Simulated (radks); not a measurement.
Values are calculated unless marked as measured or tabulated.
Polarisability of neutral copper, [Ar] 3d10 4s1, at imaginary frequency. Level of theory: non-relativistic Kohn-Sham, LDA (Slater exchange, Perdew-Wang correlation), spin-polarised, spherical densities, point nucleus; open shells are filled with parallel spins first (a radial shooting solver on a logarithmic mesh with Libxc functionals). Response by self-consistent Sternheimer equations with the Hartree and adiabatic LDA kernel.

w (hartree),alpha1(iw) (bohr^3),alpha2(iw) (bohr^5)
0.00266,41.51,387.6
0.0143,41.25,380.4
0.0360,39.87,355.2
0.0697,36.07,320.3
0.118,29.38,277.3
0.186,21.42,221.3
0.280,14.47,159.0
0.413,9.433,103.5
0.605,6.075,61.96
0.892,3.857,34.57
1.35,2.366,17.91
2.12,1.352,8.433
3.59,0.6748,3.424
6.94,0.2586,1.067
17.5,0.05672,0.1898

Static values: alpha1 = 41.52 bohr^3 (6.153 angstrom^3; uncoupled 62.10), alpha2 = 387.9 bohr^5, alpha3 = 6428 bohr^7. C6 = 266.8, C8 = 12670, triple-dipole C9 = 7697 atomic units. One-pole (London) frequency 4 C6 / (3 alpha1^2) = 0.206 hartree, against 0.184 for minus the highest occupied eigenvalue. The dipole shielding factor is 1.000, as the force sum rule N/Z = 1.000 demands. Recommended static value: 46.5 bohr^3 (Schwerdtfeger and Nagle, 2023 table).
